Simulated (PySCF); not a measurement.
B(F)(Cl)(Et), SMILES FB(CC)Cl (C2H5BClF) (PBE0/def2-SVP optimised geometry):

```
10

B     -1.197    -0.237     0.000
F     -1.894     0.883     0.000
Cl    -2.125    -1.738     0.003
C      0.365    -0.237     0.000
C      1.027     1.135    -0.019
H      0.690    -0.854    -0.858
H      0.686    -0.827     0.879
H      0.733     1.738     0.853
H      0.743     1.708    -0.915
H      2.125     1.056    -0.012
```

Method: PBE0/def2-TZVP (PySCF).

### Question
What are the frontier orbital energies and the dipole moment?

### Answer
HOMO-2 -9.63 eV, HOMO-1 -9.55 eV, HOMO -8.99 eV, LUMO -0.44 eV, LUMO+1 0.72 eV; dipole moment 1.66 D.

On the same geometry PBE/def2-TZVP in PySCF gives HOMO-2 -8.13 eV, HOMO-1 -8.10 eV, HOMO -7.56 eV, LUMO -1.47 eV, LUMO+1 -0.03 eV; dipole moment 1.57 D.

Meta-Löwdin charges at PBE0/def2-TZVP: B1 0.42, F2 -0.28, Cl3 -0.10, C4 -0.34, C5 -0.33, H6 0.14, H7 0.14, H8 0.12, H9 0.12, H10 0.12.
